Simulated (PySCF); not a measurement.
BeH2, charge +1, multiplicity 2. Atoms are numbered in the order given.

```xyz
3

Be     0.0000     0.0000     0.0000
H      0.0000     0.0000    -1.4788
H      0.0000     0.0000     1.4788
```
Charge +1, spin multiplicity 2.

Geometry optimised at PBE-D3(BJ)/def2-TZVPD. A frequency run showed that this geometry is not a minimum. The spin state was assumed, not searched. The isomer is the one that the SMILES or the coordinates give; other isomers of the formula were not compared.

These are CAM-B3LYP/def2-TZVPD (PySCF) values and carry that method's errors.

Mulliken values depend strongly on the basis, most of all with diffuse functions as here. Atomic charges (e):

```csv
atom,Mulliken,meta-Löwdin,Mulliken spin
Be1,0.24,…,0.37
H2,0.38,…,0.31
H3,0.38,…,0.31
```

Problem. Fill in the missing entries. (An estimate is asked for; the answer gives what the named calculation found.)

Solution. 
- Be1, meta-Löwdin: 1.01
- H2, meta-Löwdin: 0.00
- H3, meta-Löwdin: 0.00
